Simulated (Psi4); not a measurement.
C₄H₅ (SMILES [C-]1=CCC1), charge -1, singlet, at a GFN2-xTB geometry (a gas-phase anion, which may not be bound at this level), atoms displaced at random by about 0.1 Å a coordinate; PBE/STO-3G run with Psi4.

The Psi4 input:
```
memory 2 GB

molecule mol {
-1 1
C     0.099679   -0.788894    0.974464
C    -0.060067    0.485169    0.773687
C     0.077281   -0.792168   -0.716396
C     0.111187    0.455723   -0.498990
H    -0.144313    1.399239    1.635456
H    -0.960767   -1.342303   -1.174731
H     0.794605   -1.190784   -1.244336
H     0.860502    1.193624   -1.253001
H    -0.663826    1.068958   -1.324230
}

set {
  basis sto-3g
  reference rks
}

optimize('pbe')
print_variables()
```

The log (banner, timings and long lists left out):

```
invalid escape sequence '\d'

gradient() will perform analytic gradient computation.

   => Loading Basis Set <=

    Name: STO-3G
    Role: ORBITAL
    Keyword: BASIS

         ---------------------------------------------------------
                                   SCF
               by Justin Turney, Rob Parrish, Andy Simmonett
                          and Daniel G. A. Smith
                              RKS Reference
         ---------------------------------------------------------

  ==> Geometry <==

    Molecular point group: c1
    Full point group: C1

    Geometry (in Angstrom), charge = -1, multiplicity = 1:

       Center              X                  Y                   Z               Mass
    ------------   -----------------  -----------------  -----------------  -----------------
         C            0.050238695108    -0.665504453129     0.917788116039    12.000000000000
         C           -0.109507304892     0.608558546871     0.717011116039    12.000000000000
         C            0.027840695108    -0.668778453129    -0.773071883961    12.000000000000
         C            0.061746695108     0.579112546871    -0.555665883961    12.000000000000
         H           -0.193753304892     1.522628546871     1.578780116039     1.007825032230
         H           -1.010207304892    -1.218913453129    -1.231406883961     1.007825032230
         H            0.745164695108    -1.067394453129    -1.301011883961     1.007825032230
         H            0.811061695108     1.317013546871    -1.309676883961     1.007825032230
         H           -0.713266304892     1.192347546871    -1.380905883961     1.007825032230

  Running in c1 symmetry.

  Rotational constants: A =      0.56560  B =      0.42073  C =      0.26374 [cm^-1]
  Rotational constants: A =  16956.16777  B =  12613.15242  C =   7906.69076 [MHz]
  Nuclear repulsion =  110.139781690550691

  Charge       = -1
  Multiplicity = 1
  Electrons    = 30
  Nalpha       = 15
  Nbeta        = 15

  ==> Algorithm <==

  SCF Algorithm Type is DF.
  DIIS enabled.
  MOM disabled.
  Fractional occupation disabled.
  Guess Type is SAD.
  Energy threshold   = 1.00e-08
  Density threshold  = 1.00e-08
  Integral threshold = 1.00e-12

  ==> Primary Basis <==

  Basis Set: STO-3G
    Blend: STO-3G
    Number of shells: 17
    Number of basis functions: 25
    Number of Cartesian functions: 25
    Spherical Harmonics?: true
    Max angular momentum: 1

  ==> DFT Potential <==

   => LibXC <=

    Version 7.1.2
    S. Lehtola, C. Steigemann, M. J. T. Oliveira, and M. A. L. Marques,  SoftwareX 7, 1–5 (2018) (10.1016/j.softx.2017.11.002)

   => Composite Functional: PBE <=

    PBE GGA Exchange-Correlation Functional

    J.P. Perdew et. al., Phys. Rev. Lett., 77(18), 3865-3868, 1996

    Deriv               =              1
    GGA                 =           TRUE
    Meta                =          FALSE

    Exchange Hybrid     =          FALSE
    MP2 Hybrid          =          FALSE

   => Exchange Functionals <=

    1.0000     XC_GGA_X_PBE

   => Correlation Functionals <=

    1.0000     XC_GGA_C_PBE

   => LibXC Density Thresholds  <==

    XC_GGA_C_PBE:  1.00E-12
    XC_GGA_X_PBE:  1.00E-15

   => Molecular Quadrature <=

    Radial Scheme          =       TREUTLER
    Pruning Scheme         =           NONE
    Nuclear Scheme         =       TREUTLER

    Blocking Scheme        =         OCTREE
    BS radius alpha        =              1
    Pruning alpha          =              1
    Radial Points          =             75
    Spherical Points       =            302
    Total Points           =         191112
    Total Blocks           =           1503
    Max Points             =            256
    Max Functions          =             25
    Weights Tolerance      =       1.00E-15

   => Loading Basis Set <=

    Name: (STO-3G AUX)
    Role: JKFIT
    Keyword: DF_BASIS_SCF

  ==> Integral Setup <==

  SCF_SUBTYPE=INCORE selected. In-core MEM_DF algorithm will be used.
  Using in-core AOs.

  ==> MemDFJK: Density-Fitted J/K Matrices <==

    J tasked:                   Yes
    K tasked:                    No
    wK tasked:                   No
    Algorithm:                 Core
    Schwarz Cutoff:           1E-12
    Mask sparsity (%):       0.0000
    Fitting Condition:        1E-10

   => Auxiliary Basis Set <=

  Basis Set: (STO-3G AUX)
    Blend: DEF2-UNIVERSAL-JKFIT
    Number of shells: 130
    Number of basis functions: 390
    Number of Cartesian functions: 456
    Spherical Harmonics?: true
    Max angular momentum: 4

  Minimum eigenvalue in the overlap matrix is 1.1584232710E-01.
  Reciprocal condition number of the overlap matrix is 4.1423214529E-02.
    Using symmetric orthogonalization.

  ==> Pre-Iterations <==

  SCF Guess: Superposition of Atomic Densities via on-the-fly atomic UHF (no occupation information).

   -------------------------
    Irrep   Nso     Nmo
   -------------------------
     A         25      25
   -------------------------
    Total      25      25
   -------------------------

  ==> Iterations <==

                           Total Energy        Delta E     RMS |[F,P]|

   @DF-RKS iter SAD:  -151.77153643959286   -1.51772e+02   0.00000e+00
   @DF-RKS iter   1:  -152.77560760772289   -1.00407e+00   1.06047e-02 ADIIS/DIIS
   @DF-RKS iter   2:  -152.48480780501524    2.90800e-01   2.62387e-02 ADIIS/DIIS
   @DF-RKS iter   3:  -152.83076844166453   -3.45961e-01   2.55692e-03 ADIIS/DIIS
   @DF-RKS iter   4:  -152.83403072101450   -3.26228e-03   6.47388e-04 ADIIS/DIIS
   @DF-RKS iter   5:  -152.83417844187903   -1.47721e-04   2.07885e-04 ADIIS/DIIS
   @DF-RKS iter   6:  -152.83420113535482   -2.26935e-05   3.65999e-05 DIIS
   @DF-RKS iter   7:  -152.83420176230507   -6.26950e-07   1.35742e-05 DIIS
   @DF-RKS iter   8:  -152.83420183890550   -7.66004e-08   1.05926e-06 DIIS
   @DF-RKS iter   9:  -152.83420183941161   -5.06105e-10   3.64441e-07 DIIS
[...]
  @DF-RKS Final Energy:  -152.96613434003268
    Total Energy =                       -152.9661343400326814
  @DF-RKS Final Energy:  -152.96613371572747
    Total Energy =                       -152.9661337157274659
  @DF-RKS Final Energy:  -152.96613309929319
    Total Energy =                       -152.9661330992931880
  @DF-RKS Final Energy:  -152.96613249004653
    Total Energy =                       -152.9661324900465331
  @DF-RKS Final Energy:  -152.96613188926358
    Total Energy =                       -152.9661318892635791
  @DF-RKS Final Energy:  -152.96613129561788
    Total Energy =                       -152.9661312956178847
  @DF-RKS Final Energy:  -152.96613070996506
    Total Energy =                       -152.9661307099650571
[...]
	           D(1,4,3,7)    -121.27501       -0.00003        0.00027    -121.27474
	           D(2,1,3,4)       8.45511       -0.00001        0.00073       8.45584
	           D(2,1,3,6)    -110.57542        0.00022        0.00057    -110.57485
	           D(2,1,3,7)     126.13451        0.00002        0.00046     126.13497
	           D(2,1,4,3)    -167.34942       -0.00006        0.00116    -167.34826
	           D(2,1,4,8)      95.32603        0.00016       -0.00017      95.32586
	           D(2,1,4,9)     -83.69871       -0.00014       -0.00019     -83.69890
	           D(2,3,1,4)      -8.45511        0.00001       -0.00073      -8.45584
	           D(2,3,4,8)     145.54627       -0.00131        0.00093     145.54720
	           D(2,3,4,9)    -129.58036        0.00093        0.00074    -129.57962
	           D(2,4,1,3)     167.34942        0.00006       -0.00116     167.34826
	           D(2,4,3,6)     101.55891        0.00024       -0.00053     101.55839
	           D(2,4,3,7)    -129.73309        0.00008       -0.00047    -129.73356
	           D(3,1,2,4)      -8.59006       -0.00010       -0.00086      -8.59091
	           D(3,1,2,5)    -179.69982       -0.00001       -0.00721    -179.70703
	           D(3,1,4,8)     -97.32455        0.00021       -0.00133     -97.32588
	           D(3,1,4,9)      83.65072       -0.00008       -0.00135      83.64937
	           D(3,2,1,4)       8.59006        0.00010        0.00086       8.59091
	           D(3,2,4,8)    -140.80606        0.00106       -0.00142    -140.80748
	           D(3,2,4,9)     122.14868       -0.00046       -0.00146     122.14722
	           D(3,4,2,5)    -178.78769       -0.00022        0.00720    -178.78049
	           D(4,1,2,5)    -171.10976        0.00010       -0.00635    -171.11612
	           D(4,1,3,6)    -119.03053        0.00022       -0.00016    -119.03069
	           D(4,1,3,7)     117.67940        0.00002       -0.00026     117.67913
	           D(4,2,3,6)    -103.14199        0.00016       -0.00048    -103.14247
	           D(4,2,3,7)      80.14955        0.00044       -0.00061      80.14894
	           D(5,2,4,8)      40.40625        0.00084        0.00578      40.41203
	           D(5,2,4,9)     -56.63901       -0.00068        0.00574     -56.63327
	           D(6,3,4,8)    -112.89481       -0.00107        0.00040    -112.89441
	           D(6,3,4,9)     -28.02145        0.00117        0.00021     -28.02123
	           D(7,3,4,8)      15.81318       -0.00122        0.00046      15.81364
	           D(7,3,4,9)     100.68655        0.00102        0.00027     100.68682
	             L(3,2,5)     174.99588        0.00066        0.00148     174.99736
	             l(3,2,5)     180.00000        0.00001        0.00554     180.00554
	-------------------------------------------------------------------------------

	                                 ==> Convergence Check <==

	Measures of convergence in internal coordinates in au.

	Criteria marked as inactive (o), active & met (*), and active & unmet ( ).

	----------------------------------------------------------------------------------------------
	   Step    Total Energy     Delta E     Max Force     RMS Force      Max Disp      RMS Disp
	----------------------------------------------------------------------------------------------
	  Convergence Criteria     1.00e-06 *    3.00e-04 *             o    1.20e-03 *             o
	----------------------------------------------------------------------------------------------
	    49    -152.96613071    5.86e-07 *    7.57e-02      1.89e-02 o    1.26e-04 *    3.33e-05 o  ~
	----------------------------------------------------------------------------------------------

Next Geometry in Ang
	Fragment 1 (Ang)

	    C   0.0550030098  -0.6947395015   0.9221670284
	    C  -0.1085986020   0.6400039413   0.7548462662
	    C   0.0173415687  -0.7307259564  -0.7790501456
	    C   0.0607915542   0.6440792215  -0.5925421808
	    H  -0.1871934740   1.5049581888   1.5673927045
	    H  -0.9755086972  -1.2495140346  -1.1883803103
	    H   0.7927327809  -1.1848837020  -1.3451236259
	    H   0.7964407130   1.3601489158  -1.3004651550
	    H  -0.7177961795   1.2529085740  -1.3701401121

    Structure for next step:
    Molecular point group: c1
    Full point group: C1

    Geometry (in Angstrom), charge = -1, multiplicity = 1:

    C            0.054987061480    -0.694743362152     0.922169334300
    C           -0.108614550314     0.640000080669     0.754848572107
    C            0.017325620366    -0.730729817077    -0.779047839656
    C            0.060775605877     0.644075360868    -0.592539874856
    H           -0.187209422308     1.504954328143     1.567395010449
    H           -0.975524645534    -1.249517895260    -1.188378004375
    H            0.792716832504    -1.184887562689    -1.345121320010
    H            0.796424764605     1.360145055100    -1.300462849067
    H           -0.717812127811     1.252904713391    -1.370137806160

PsiException: Could not converge geometry optimization in 50 iterations.

Traceback (most recent call last):
  File "psi4", line 375, in <module>
  File "<string>", line 30, in <module>
  File "site-packages/psi4/driver/driver.py", line 1371, in optimize

psi4.driver.p4util.exceptions.OptimizationConvergenceError: Could not converge geometry optimization in 50 iterations.

Printing out the relevant lines from the Psithon --> Python processed input file:
    H    -0.663826    1.068958   -1.324230
    ""","mol")
    core.IO.set_default_namespace("mol")
    core.set_global_option("BASIS", "sto-3g")
    core.set_global_option("REFERENCE", "rks")
--> optimize('pbe')
    print_variables()

!-------------------------------------------------------------!
!                                                             !
!  Could not converge geometry optimization in 50 iterations. !
!                                                             !
!-------------------------------------------------------------!
```

Convergence was not reached.
